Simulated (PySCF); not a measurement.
Compound: C₂H₉BOSi.
SMILES with atom numbers: `[CH3:1][BH:2][O:3][CH2:4][SiH3:5]` (hydrogens: H6, H7, H8 on C1; H9 on B2; H10, H11 on C4; H12, H13, H14 on Si5)

Computed by this run: PySCF, PBE0-D3(BJ)/def2-SVP geometry optimisation, gas phase; density fitting, grid level 1; the optimiser is geomeTRIC in internal coordinates, started from a GFN2-xTB structure with every atom displaced at random (about 0.01 Å).

Geometry at step 0:
```
atom  x, y, z in Å
C1     -1.9719   -0.1127   -0.2477
B2     -1.0968    1.1723    0.1128
O3      0.0688    1.1104    0.7067
C4      0.7875   -0.0752    1.0957
Si5     2.0269   -0.5249   -0.2627
H6     -2.9267    0.1974   -0.7390
H7     -2.2413   -0.6618    0.6394
H8     -1.4502   -0.7648   -0.9228
H9     -1.4388    2.2815   -0.1025
H10     1.2426    0.1274    2.0650
H11     0.0305   -0.8909    1.2746
H12     2.9425    0.6154   -0.4148
H13     1.2913   -0.7726   -1.5138
H14     2.7284   -1.7166    0.1918
```

Question: What forces act on the atoms?

Answer: 
| atom | Fx (eV/Å) | Fy (eV/Å) | Fz (eV/Å) |
| --- | --- | --- | --- |
| C1 | -0.722 | 1.807 | -0.378 |
| B2 | -1.526 | -0.992 | -0.599 |
| O3 | 2.326 | -0.304 | 1.068 |
| C4 | -1.800 | -0.016 | -0.365 |
| Si5 | -0.415 | 0.382 | 0.455 |
| H6 | 0.494 | -0.212 | 0.214 |
| H7 | -0.135 | -0.568 | 0.733 |
| H8 | 0.485 | -0.727 | -0.569 |
| H9 | -0.390 | 0.755 | -0.252 |
| H10 | 0.362 | 0.091 | 0.245 |
| H11 | 0.672 | 0.268 | -0.155 |
| H12 | 0.325 | 0.244 | -0.144 |
| H13 | -0.139 | -0.088 | -0.334 |
| H14 | 0.463 | -0.638 | 0.079 |

The largest, 2.58 eV/Å, acts on O3; the rms over all components is 0.739 eV/Å. The forces sum to zero within rounding, as they must for an isolated molecule in no field.

Question: Give the force on O3 in Eh/bohr and in nN.

Answer: 2.577 eV/Å ÷ 51.422 = 0.05011 Eh/bohr, and 2.577 eV/Å × 1.602 = 4.13 nN.

Question: How far is this geometry from the end of the optimisation?

Answer: 0.180 eV above it, and 0.054 Å rms away after alignment. The bonds farthest from their final lengths, with half the difference of the two atoms' forces along the bond (positive lengthens):

```json
{"bond": "B2–O3", "now (Å)": "1.310", "final (Å)": "1.353", "force along bond (eV/Å)": "+2.08"}
{"bond": "Si5–H14", "now (Å)": "1.456", "final (Å)": "1.495", "force along bond (eV/Å)": "+0.57"}
{"bond": "B2–H9", "now (Å)": "1.181", "final (Å)": "1.213", "force along bond (eV/Å)": "+0.62"}
{"bond": "C1–H8", "now (Å)": "1.074", "final (Å)": "1.104", "force along bond (eV/Å)": "+1.12"}
{"bond": "C1–H7", "now (Å)": "1.078", "final (Å)": "1.105", "force along bond (eV/Å)": "+0.99"}
{"bond": "O3–C4", "now (Å)": "1.440", "final (Å)": "1.413", "force along bond (eV/Å)": "-1.34"}
```

The angle farthest from its final value is Si5–C4–H10, 114.1° against 108.8°.

Of the 6 listed bonds off by 0.010 Å or more, this force points towards the final length in 6.

The cost below is that of the whole optimisation. Time: 44 s; peak memory 0.50 GiB. Hardware: one thread of an Arm Neoverse V2, shared host with 96 logical CPUs at a one-minute load of 23.
